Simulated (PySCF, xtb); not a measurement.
C4H10N2, SMILES C/N=C\CCN. The values are those of a single conformer.

Harmonic wavenumbers (cm⁻¹) from xtb 6.7.1 with GFN2-xTB at its own minimum, in rising order: 32, 83, 86, 199, 298, 326, 386, 488, 588, 809, 849, 917, 944, 982, 1020, 1057, 1097, 1100, 1117, 1152, 1244, 1254, 1317, 1325, 1352, 1388, 1461, 1468, 1483, 1492, 1573, 1756, 2917, 2956, 2968, 2970, 2979, 2983, 2998, 3000, 3384, 3414.

Problem. What does B3LYP-D3(BJ)/def2-SVP run with PySCF give at its own minimum? (An estimate is asked for; the answer gives what the named calculation found.)

Solution. 46, 104, 118, 203, 304, 330, 397, 500, 614, 779, 831, 891, 927, 993, 1031, 1044, 1120, 1124, 1129, 1179, 1280, 1294, 1377, 1381, 1410, 1412, 1452, 1462, 1473, 1484, 1640, 1766, 2989, 3027, 3036, 3052, 3069, 3072, 3086, 3092, 3483, 3559. Paired by order, the mean absolute difference is 39 cm⁻¹ and the zero-point energies are 87.5 and 89.4 kcal/mol.
